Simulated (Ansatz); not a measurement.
The same ligand exchange along the group O, S, Se.

Isolated molecules relaxed with PBE0-D4/def2-TZVP in Ansatz; ΔE leaves out vibrations. CCSD(T)/CBS is the MP2 limit (def2-TZVPP, def2-QZVPP) plus CCSD(T) − MP2 in def2-TZVPP, frozen cores. This one scheme is used for every species. DFT in def2-TZVPP. For Se outer-core shells are correlated without core-valence functions, which leaves a few kJ/mol of doubt a bond. Scalar relativity is left out up to krypton. Each species was taken in one conformer, which may not be the lowest.

```tsv
reaction	PBE0-D4 (kcal/mol)
`O[SiH](F)F` + `BN` → `BN[SiH](F)F` + H₂O	13.8
`F[SiH](F)S` + `BN` → `BN[SiH](F)F` + H₂S	1.3
`F[SiH](F)[SeH]` + `BN` → `BN[SiH](F)F` + H₂Se	0.9
```

Problem. Give the CCSD(T)/CBS values in the same order. (Best estimate.)

Solution. Ansatz gave: 13.2, -1.0, -1.0 kcal/mol.

Largest T1 diagnostic: 0.012, for `BN`.
